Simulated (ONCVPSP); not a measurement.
Configuration tests for molybdenum (Mo) (ONCV)

ONCVPSP 4.0.1 input, shortened (lines: element, Z, core and valence counts, functional; n l f; lmax; l rc ep ncon nbas qcut; lloc lpopt rc5 dvloc0; l nproj debl; icmod fcfact rcfact), LDA (Perdew-Wang 92), scalar-relativistic:

```
  Mo 42.00    6    3  -001012      upf
    1    0    2.00
    2    0    2.00
    2    1    6.00
    3    0    2.00
    3    1    6.00
    3    2   10.00
    4    0    2.00
    4    1    6.00
    4    2    3.00
    2
    0    1.75    0.00    3    7    7.90
    1    1.50    0.00    4    8   11.30
    2    1.75    0.00    5    8    6.50
    4    5    1.20    2.00
    0    2    3.90
    1    3    1.10
    2    2    0.60
    0    0.00    0.00
```

In the s channel the program set the typed energies aside and used -3.542, 0.050 Ha. In the p channel the program set the typed energies aside and used -2.578, 0.250, 1.350 Ha. In the d channel the program set the typed energies aside and used -1.217, 0.250 Ha.

Energies are relative to the spin-unpolarised reference configuration 4s2 4p6 4d3; without spin polarisation the order of configurations can differ from experiment.

| valence configuration | charge | ΔE all-electron (eV) | error AE − PS (meV) |
| --- | --- | --- | --- |
| 4s2 4p6 4d5 5s1 | 0 | -49.841 | +7.5 |
| 4s2 4p6 4d5 | +1 | -42.664 | +7.0 |
| 4s2 4p6 4d5 5p1 | 0 | -46.600 | +7.1 |

Problem. What are ΔE and the potential's error for 4s2 4p6 4d4?

Solution. ΔE = -26.962 eV all-electron; the error (AE − PS) is +4.0 meV.
